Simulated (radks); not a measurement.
Results of a calculation; reference values are marked as such.
Ionisation of Pd, [Kr] 4d10, to Pd+, [Kr] 4d9, under several functionals. Scalar-relativistic Kohn-Sham, spin-polarised, spherical densities, finite nucleus; open shells are filled with parallel spins first (spin-orbit coupling, left out, can overturn this in heavy ions); a radial shooting solver on a logarithmic mesh with Libxc functionals.

functional                                      E(Pd) (hartree)  Exc (hartree)  IE (eV)  -e(HOMO) (eV)  <r> HOMO (bohr)  IE error (eV)
AM05                                                -5041.25584     -139.33251    8.935          4.020            1.588         +0.598
TASK exchange with Perdew-Wang LDA correlation      -5045.34270     -143.24667    8.567          3.584            1.546         +0.230
B86b exchange with PBE correlation                  -5046.42845     -144.55310    8.970          4.066            1.590         +0.633
exchange-only r2SCAN                                -5044.07736     -141.98069    7.872          3.102            1.590         -0.464
revPBE                                              -5046.01528     -144.14185    8.854          3.957            1.589         +0.517
RPBE                                                -5046.10133     -144.22901    8.857          3.965            1.590         +0.521
LDA (Slater exchange, VWN5 correlation)             -5041.05530     -139.11631    9.239          4.310            1.591         +0.902

NIST Atomic Spectra Database: 8.337 eV (measured). Closest: TASK exchange with Perdew-Wang LDA correlation. The Delta-SCF values span 1.37 eV, the total energies 5.37 hartree. The highest occupied level is 4d. Open shells are spherical and high-spin; term and fine-structure splittings are not resolved.
